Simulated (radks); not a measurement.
Coulomb parameter of the 5d shell of the rhenium ion Re+ in the model configuration [Xe] 4f14 5d4.5 6s1.5, as a second difference U = [E(n + 0.25) + E(n - 0.25) - 2 E(n)] / (0.25)^2 with all orbitals relaxed. "Bare": the charge of the atom changes with n. "Screened": the 6s shell takes up the change at fixed total charge, which measures U(5d,5d) + U(6s,6s) - 2 U(5d,6s). Method: scalar-relativistic Kohn-Sham, PBE, spin-unpolarised, spherical densities, finite nucleus; Fermi nuclear charge, rms radius 5.3698 fm; computed with a radial shooting solver on a logarithmic mesh with Libxc functionals.

case                      configuration  E - E(n) (eV)
start             [Xe] 4f14 5d4.5 6s1.5          0.000
bare +0.25       [Xe] 4f14 5d4.75 6s1.5         -3.158
bare -0.25       [Xe] 4f14 5d4.25 6s1.5          3.791
screened +0.25  [Xe] 4f14 5d4.75 6s1.25         -0.150
screened -0.25  [Xe] 4f14 5d4.25 6s1.75          0.207

U(bare) = 10.120 eV, U(screened by 6s) = 0.917 eV, against the Slater integral F0(5d,5d) = 13.599 eV with frozen orbitals.
